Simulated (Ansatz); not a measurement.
C2H4Cl, doublet, geometry from GFN2-xTB; Ansatz (a program for electronic structure) with CAM-B3LYP/6-31G*.

Ansatz was given this input:
Ansatz 0.2 input:
```yaml
crystal:
  periodic: [false, false, false]
  atoms:
    - {symbol: C, position_ang: [0.18280234, 0.89727093, -0.01314254]}
    - {symbol: C, position_ang: [1.56614457, 0.54964169, -0.02607444]}
    - {symbol: Cl, position_ang: [-0.84113747, -0.71148995, 0.01905025]}
    - {symbol: H, position_ang: [-0.15549474, 1.39958190, 0.88815355]}
    - {symbol: H, position_ang: [-0.17787732, 1.37769136, -0.91768786]}
    - {symbol: H, position_ang: [2.08091596, 0.32944165, 0.89042765]}
    - {symbol: H, position_ang: [2.05811157, 0.30713857, -0.94944568]}
basis:
  gaussian:
    orbitals: 6-31G*
hamiltonian:
  xc: cam_b3lyp
magnetization: {spin_polarized: true, initial_magnetization: 1}
```

Question: What does Ansatz print? Leave out banner, timings and long lists.

Answer: 
```
Functional definition: CAM-B3LYP
582 factors; integrals over basis functions are off by at most 7.1e-4 eV
191 factors; integrals over basis functions are off by at most 8.5e-6 eV
mean field evaluation 1: about -14657.2815 eV, gradient 1.6e1 eV
mean field evaluation 2: about -14657.9392 eV, gradient 1.2e1 eV
mean field evaluation 4: about -14658.6053 eV, gradient 7.3e-1 eV
mean field evaluation 8: about -14658.7337 eV, gradient 1.1e-1 eV
mean field evaluation 16: about -14658.7339 eV, gradient 3.8e-4 eV
mean field -14658.73391467 eV, -538.6985353174 hartree, gradient 3.7e-5 eV, S^2 0.757819; 0 other end points of the search recorded, 0 dependent functions left out
reference -14658.73399808 eV, -538.6985383826 hartree; 17, 16 occupied and 40, 41 virtual orbitals, 582 factors
Total energy: -14658.73399808 eV, -538.6985383826 hartree
```
